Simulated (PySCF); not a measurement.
Molecule: C₄H₈O₂, SMILES CCC(=O)OC. Atoms near the plane z = 1.2 Å, at the GFN2-xTB optimised geometry (x, y, z in Å): C2 (1.1, 0.1, 0.0), C3 (-0.4, 0.1, 0.0), O4 (-1.1, 1.1, 0.0), O5 (-0.9, -1.1, 0.0), C6 (-2.3, -1.3, 0.0), H11 (1.4, 0.2, 1.0), H13 (-2.6, -1.2, 1.1).

Level of theory: PBE/def2-TZVP in PySCF. The values are rescaled to run from 0 to 1.

```
|                           |
|                           |
|                           |
|                           |
|                           |
|                           |
|         ..... ....        |
|       .:---::..::..       |
|       :-====-:::::..      |
|      .-=++++=-----:.      |
|      :-=+**+==++++-:.     |
|     .:-=+**+++*##*+-.     |
|    .:--=++****#%@#+-.     |
|   .-=====++***#%@#+-.     |
|  .:=+**+++++++*##*+-.     |
|  .-+#%%*+**++=++++-:      |
|  :=*%@@#****==-==-:.      |
|  .-+#%%#*+*+=-::::.       |
|  .-=*##*+===-:...         |
|   :-=++=----:.            |
|    :----::..              |
|     .::..                 |
|                           |
|                           |
|                           |
|                           |
|                           |
```
Scale: ten equal steps from 0.000 (start of ' ') to 1.00 (end of '@'), in the order ' .:-=+*#%@'; x runs from -5.00 to 5.00, y from -5.00 (bottom) to 5.00 (top).

**Question.** Which quantity is mapped?
A. deformation density (molecule minus spherical neutral atoms)
B. Laplacian of the electron density
C. log10 of the electron density
D. electrostatic potential

**Answer.** C, log10 of the electron density. In full: log10 of the electron density (e/bohr³), floored at −4.
